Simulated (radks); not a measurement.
Results of a calculation; reference values are marked as such.
All-electron atom: Gd XXIII in [Kr] 4d6.

Code: a radial shooting solver on a logarithmic mesh with Libxc functionals. Model: scalar-relativistic Kohn-Sham, PBEsol, spin-polarised, spherical densities, finite nucleus; open shells are filled with parallel spins first (spin-orbit coupling, left out, can overturn this in heavy ions); Fermi nuclear charge, rms radius 5.1569 fm.

Energy parts (eV):
part                      energy
total                 -301103.18
kinetic                323677.67
electron-nucleus      -707371.72
Hartree                 88608.26
exchange-correlation    -6017.40

Orbitals (lengths in bohr, moments of r in powers of bohr):
orbital	occ.	eigenvalue (eV)	<r>	<r^2>
1s up	1	-50708.15	0.02192	0.0006553
1s down	1	-50708.08	0.02191	0.0006553
2s up	1	-8905.038	0.09331	0.01028
2s down	1	-8902.074	0.09330	0.01028
2p up	3	-7996.197	0.08238	0.008284
2p down	3	-7993.820	0.08237	0.008281
3s up	1	-2458.571	0.2436	0.06777
3s down	1	-2456.936	0.2435	0.06769
3p up	3	-2176.995	0.2419	0.06777
3p down	3	-2175.199	0.2418	0.06767
3d up	5	-1807.431	0.2198	0.05665
3d down	5	-1804.866	0.2197	0.05659
4s up	1	-943.7048	0.5225	0.3067
4s down	1	-936.0376	0.5228	0.3071
4p up	3	-844.4196	0.5418	0.3316
4p down	3	-836.8373	0.5423	0.3324
4d up	5	-708.3059	0.5568	0.3543
4d down	1	-700.8123	0.5577	0.3557

The highest occupied level is 4d down at -700.81 eV. For comparison, the ionisation energy in NIST's Atomic Spectra Database is 719 eV (theoretical). In exact Kohn-Sham theory the highest level is minus the ionisation energy, but local and semilocal functionals leave it too shallow, through self-interaction and a potential that decays too fast; potentials with the right tail come closer. The density falls to 0.001 e/bohr^3 at r = 1.45 bohr. Spin moment in Bohr magnetons: 4.
